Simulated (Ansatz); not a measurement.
Reactions of CH4F2O2Si (`O[SiH2]C(O)(F)F`).

Computed with Ansatz on PBE0-D4/def2-TZVP structures; ΔE is electronic, products minus reactants. CBS: MP2 limit from def2 TZ/QZ plus the TZ coupled-cluster correction, frozen cores. This one scheme is used for every species. Functionals use def2-TZVPP. B3LYP here is the variant with VWN-RPA as its local correlation; programs differ in this. For Ge outer-core shells are correlated without core-valence functions, which leaves a few kJ/mol of doubt a bond. Scalar relativity is left out up to krypton. Each species was taken in one conformer, which may not be the lowest.

```csv
reaction,B3LYP-D4 (eV),CCSD(T)/CBS(def2) (eV)
`O[SiH2]C(O)(F)F` + `C[SiH](F)[GeH3]` → `C[SiH](F)[SiH2]O` + `O[C](F)(F)[GeH3]`,0.54,0.55
`O[SiH2]C(O)(F)F` + H₂ → `OC(F)(F)[SiH3]` + H₂O,0.76,0.73
`O[SiH2]C(O)(F)F` + `O[SiH](F)N[SiH3]` → `O[SiH2]N[SiH](O)F` + `OC(F)(F)[SiH3]`,-0.17,-0.18
`O[SiH2]C(O)(F)F` + `[NH2][AlH][AlH2]` → `[NH2][AlH][SiH2]O` + `O[C](F)(F)[AlH2]`,0.09,0.15
```

Largest T1 diagnostic: 0.013, for `O[C](F)(F)[AlH2]`.
